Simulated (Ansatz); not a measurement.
Compare A (`C[SiH]1[AlH][SnH2]1`) with its isomer B (`[CH3][SnH]1[AlH][SiH2]1`).

Calculated with Ansatz (gas phase, PBE0-D4/def2-TZVP geometries, no zero-point term in ΔE). CCSD(T)/CBS adds triple-zeta CCSD(T) − MP2 to the extrapolated MP2 energy (def2 sets, frozen cores). Functionals use def2-TZVPP. B3LYP here is the variant with VWN-RPA as its local correlation; programs differ in this. Elements past krypton have def2 core potentials. For Sn outer-core shells are correlated without core-valence functions, which leaves a few kJ/mol of doubt a bond.

A:

```xyz
11

C     0.165    1.553    1.470
Si    0.478    0.099    0.319
Al    0.981   -0.288   -1.978
Sn   -0.982   -1.709   -0.934
H    -0.329    1.215    2.383
H     1.111    2.028    1.743
H    -0.468    2.299    0.988
H     1.290   -0.962    1.001
H     1.387    0.327   -3.388
H    -2.555   -1.390   -1.544
H    -1.077   -3.173   -0.060
```

B:

Z-matrix (Å, degrees):
```
C
Sn 1 2.148
H 1 1.090 2 109.2
H 1 1.090 2 109.6 3 120.0
H 1 1.089 2 109.2 3 -119.9
Al 2 2.636 1 134.5 3 141.4
Si 2 2.651 1 110.8 3 82.6
H 2 1.721 1 107.9 3 -53.3
H 6 1.589 2 139.4 1 129.4
H 7 1.498 2 93.1 1 25.1
H 7 1.493 2 137.6 1 -98.2
```

Problem. Which isomer does CCSD(T)/CBS put lower? Give the gap. (Best estimate.)

Solution. The calculation gave: A, by 9.4 kJ/mol.

Problem. Give E(B) − E(A) in kJ/mol with B3LYP, HF/def2-TZVPP, r2SCAN-D4, ωB97M-V, PBE0-D4, MP2/def2-TZVPP, B3LYP-D4. (An estimate is asked.)

Solution. Ansatz gave: B3LYP 14.2, HF/def2-TZVPP 16.1, r2SCAN-D4 16.0, ωB97M-V 16.5, PBE0-D4 16.7, MP2/def2-TZVPP 9.8, B3LYP-D4 13.9. None reverses the order clearly.

Largest T1 diagnostic: 0.015.

In def2-TZVPP, CCSD(T) changes the Hartree–Fock value by −4.9 kJ/mol (the triples alone add −1.0 kJ/mol) and MP2 by −6.3 kJ/mol.
